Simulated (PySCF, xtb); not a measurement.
H6InN3, SMILES [In]([NH2])([NH2])[NH2].

GFN2-xTB (xtb) at its own geometry gives an orbital gap of 3.02 eV and a dipole moment of 1.45 D.

The structure is a stationary point at B3LYP-D3(BJ)/def2-SVP. The structure was generated by enumeration; whether it is a known compound was not checked. The def2 effective core potentials stand for the cores of In; spin–orbit coupling is left out. Other conformers were not sampled.

Task: What does B3LYP/def2-TZVP (PySCF) give? (Estimate from the structure and the level; the computed values follow.)

Result: gap 5.40 eV (levels -6.54 and -1.15 eV), dipole 1.08 D.
